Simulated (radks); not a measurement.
Values are calculated unless marked as measured or tabulated.
Cu8+, 21 electrons, occupied as [Ar] 3d(3/2: 3, 5/2: 0) (the NIST ground configuration).

Code: a radial shooting solver on a logarithmic mesh with Libxc functionals. Model: Dirac Kohn-Sham, relativistic LDA (MacDonald-Vosko exchange, VWN5 correlation), spin-unpolarised, spherical densities, finite nucleus; Fermi nuclear charge, rms radius 3.8823 fm.

Energy parts (Ry):
total: -3256.01663
kinetic: 3307.42259
electron-nucleus: -7544.86309
Hartree: 1095.56230
exchange-correlation: -114.13843

Orbitals (lengths in bohr, moments of r in powers of bohr; <r^-3> diverges for s and p1/2; r(max) is where P^2 peaks):
| orbital | occ. | eigenvalue (Ry) | <r> | <1/r> | <r^-3> | r(max) |
|---|---|---|---|---|---|---|
| 1s1/2 | 2 | -661.7044 | 0.05231 | 29.06 | - | 0.03423 |
| 2s1/2 | 2 | -92.64707 | 0.2355 | 6.343 | - | 0.1974 |
| 2p1/2 | 2 | -83.13521 | 0.2044 | 6.303 | - | 0.1566 |
| 2p3/2 | 4 | -81.64051 | 0.2077 | 6.164 | 681.6 | 0.1593 |
| 3s1/2 | 2 | -21.67272 | 0.6668 | 2.148 | - | 0.5965 |
| 3p1/2 | 2 | -18.63033 | 0.6712 | 2.056 | - | 0.5886 |
| 3p3/2 | 4 | -18.39668 | 0.6785 | 2.025 | 107.3 | 0.5953 |
| 3d3/2 | 3 | -13.34118 | 0.6692 | 1.837 | 13.53 | 0.5256 |
| 3d5/2 | 0 | -13.30438 | 0.6713 | 1.830 | 13.26 | 0.5274 |

The highest occupied level is 3d3/2 at -181.52 eV. The density falls to 0.001 e/bohr^3 at r = 1.91 bohr. For comparison, the ionisation energy in NIST's Atomic Spectra Database is 198 eV (theoretical). In exact Kohn-Sham theory the highest level is minus the ionisation energy, but local and semilocal functionals leave it too shallow, through self-interaction and a potential that decays too fast; potentials with the right tail come closer.

Beside tabulated values, note that spin-unpolarised runs miss the spin-polarisation part of the exchange energy of open shells.
